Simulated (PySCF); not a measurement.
# Which determinant of CaP lies lowest?

Unrestricted PBE0; Ca def2-TZVPP, P def2-TZVPP; no relativity (PySCF 2.14). Outer shells of the fragments: Ca 4s2; P 3s2 3p3.

Followed along the bond (rough minima from three points):

| 2Ms+1 | unpaired | ⟨S²⟩ at the start | R at minimum (Å) | Te (eV) |
| --- | --- | --- | --- | --- |
| 4 | σ ↑, π ↑↑ | 3.76 | 2.76 | 0.00 |
| 2 | π ↑ | 1.12 | 2.52 | 0.01 |
| 2 | σ ↓, π ↑↑ | 1.76 | 2.75 | 0.05 |
| 2 | σ ↑, π ↑↓ | 1.76 | 2.75 | 0.32 |
| 4 | σ ↑↑, π ↑ | 3.76 | 2.60 | 0.61 |

Solutions found at the starting distance of 2.655 Å, counted from the lowest of them; the search is not exhaustive and high or unbound solutions are not listed, so other states can lie among these:

```
2Ms+1   unpaired   term  E (eV)  ⟨S²⟩  ⟨Lz²⟩  μ (D)
    4  σ ↑, π ↑↑    ⁴Σ⁻    0.00  3.76   0.00  -3.44
    2  σ ↓, π ↑↑  mixed    0.05  1.76   0.00  -3.51
    2        π ↑  mixed    0.05  1.12   1.02  -6.96
    2  σ ↑, π ↑↓  mixed    0.32  1.76   2.03  -3.45
    4  σ ↑↑, π ↑     ⁴Π    0.59  3.76   1.02  -3.55
    2        σ ↑  mixed    1.38  0.75   2.01  -3.29
    4      π ↑↑↑     ⁴Π    1.59  3.76   1.00  -3.05
    4  π ↑↑, δ ↑     ⁴Δ    2.04  3.76   4.00  -6.96
    2  π ↑↑, δ ↓  mixed    2.08  1.78   4.00  -6.74
```

A term symbol is given only where ⟨S²⟩ and ⟨Lz²⟩ are close to those of a pure state; real π, δ and φ orbitals otherwise mix terms. A positive dipole means Ca(−)P(+).
